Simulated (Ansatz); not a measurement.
Consider the formal exchange of groups at the Sn–O bond: `[BH2][SnH2][OH]` + SiH₄ → `[BH2][SnH2][SiH3]` + H₂O.

Isolated molecules relaxed with PBE0-D4/def2-TZVP in Ansatz; ΔE leaves out vibrations. CBS: MP2 limit from def2 TZ/QZ plus the TZ coupled-cluster correction, frozen cores. This one scheme is used for every species. DFT in def2-TZVPP. Elements past krypton have def2 core potentials. For Sn outer-core shells are correlated without core-valence functions, which leaves a few kJ/mol of doubt a bond. Each species was taken in one conformer, which may not be the lowest.

`[BH2][SnH2][OH]`:

```xyz
8

B    -0.771    0.069    1.385
Sn   -0.064    0.276   -0.737
O     1.353   -1.045   -1.138
H    -0.173   -0.607    2.167
H    -1.748    0.645    1.760
H     0.594    1.832   -1.043
H    -1.223   -0.090   -1.932
H     2.032   -1.081   -0.461
```

SiH₄:

```xyz
5

Si    0.000    0.000    0.000
H     0.534    0.685    1.204
H    -1.347   -0.548    0.299
H     0.911   -1.108   -0.385
H    -0.098    0.971   -1.119
```

`[BH2][SnH2][SiH3]`:

Cartesian coordinates in Å:
```
B -1.968 0.851 -0.386
Sn -0.594 -0.727 0.398
Si 1.828 0.012 -0.060
H -2.340 0.824 -1.521
H -2.298 1.769 0.302
H -0.819 -2.245 -0.357
H -0.748 -0.970 2.085
H 2.106 1.311 0.608
H 2.786 -1.003 0.453
H 2.047 0.178 -1.522
```

H₂O:

Z-matrix (Å, degrees):
```
O
H 1 0.960
H 1 0.960 2 105.1
```

Task: Is it downhill or uphill in electronic energy at CCSD(T)/CBS, and by how much? (Estimate.)

Result: The calculation gave: Downhill: ΔE = -19.2 kJ/mol.

Task: What do these levels give: BLYP-D4, r2SCAN-D4, ωB97X-V, PBE0, BHLYP, MP2/CBS(def2)? (Estimate.)

Result: The calculation gave: BLYP-D4 -10.7, r2SCAN-D4 -18.3, ωB97X-V -10.9, PBE0 -27.3, BHLYP -7.9, MP2/CBS(def2) -20.0 kJ/mol.

Task: What do rigid-rotor, harmonic-oscillator terms from PBE0-D4/def2-TZVP frequencies (298.15 K, 1 bar) make of the CCSD(T)/CBS value? (Estimate.)

Result: Ansatz gave: ΔZPE = +5.4 kJ/mol, ΔH = -11.4 kJ/mol, ΔS = 13 J/(mol·K), ΔG = -15.3 kJ/mol.

Largest T1 diagnostic among the species: 0.014.

In def2-TZVPP, CCSD(T) changes the Hartree–Fock value by −18.3 kJ/mol (the triples alone add −1.0 kJ/mol) and MP2 by −19.1 kJ/mol. At CCSD(T), def2-SVP lies +4.5 kJ/mol from the extrapolated value and def2-TZVPP +2.5 kJ/mol.
